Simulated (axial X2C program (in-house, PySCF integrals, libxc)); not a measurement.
## TaH: cheaper levels and CCSD(T), 2c

Computed with an in-house all-electron X2C program for linear molecules (integrals from PySCF). Two-component (2c) means X2C with spin–orbit coupling and atomic mean-field two-electron Coulomb and Gaunt terms. Basis: Ta dyall-cv3z [13s14p9d7f4g], H dyall-v3z [6s2p1d] (cores contracted in-house); Gaussian nuclei, density fitting, unrestricted open shells. Masses: Ta 180.948 u, H 1.008 u.

State: Ω = 1 (⟨Sz⟩ = 1.98, ⟨Lz⟩ = -0.98 at HF); fragments Ta + H.

| level | Re (Å) | ωe (cm⁻¹) |
| --- | --- | --- |
| PBE0 | 1.772 | 1802.5 |
| HF | 1.820 | 1739.6 |
| MP2 | 1.771 | 1835.1 |
| CCSD | 1.791 | 1771.6 |
| BLYP | 1.781 | 1745.8 |

Correlated methods: 14 electrons correlated (number of frozen shells: Ta 4 s, 3 p, 2 d, 1 f; H none), 248 virtual spin orbitals or spinors in MP2, 110 natural virtuals in coupled cluster.

CCSD(T), same Hamiltonian and basis:

Re = 1.791 Å, ωe = 1763.9 cm⁻¹, De = 1.92 eV; T1 = 0.019 (Lee–Taylor normalisation).

**Question.** Give the differences from CCSD(T) in the columns below.

**Answer.** 

| level | ΔRe (Å) | Δωe (cm⁻¹) |
| --- | --- | --- |
| PBE0 | -0.019 | 39 |
| HF | 0.029 | -24 |
| MP2 | -0.020 | 71 |
| CCSD | 0.000 | 8 |
| BLYP | -0.010 | -18 |

Occupations by symmetry block were frozen at the best pattern of an incomplete PBE0 search. De is counted from the lowest determinant-based energies of the atoms at the same level, without counterpoise correction. De is not given where an atomic determinant may have missed its ground term or J level, or where the truncated virtual space spoils (T). Density functionals use the spin component along the axis (collinear). CCSD and (T) use frozen natural virtuals with an MP2 correction for the truncation; (T) itself is uncorrected, so its De runs slightly low. The functionals have no current-density term, which raises determinants with orbital currents, atoms included. With several unpaired electrons one determinant need not be a pure state. Open-shell Ω = 0 determinants with evenly filled partner blocks cannot be reached by this program, so the Ω shown need not be the lowest component. At some level and bond length an empty orbital lies below a filled one. The lowest spin-free determinant has another configuration (M_S = 2, Λ = 2), so the order of states is uncertain and this need not be the ground state.
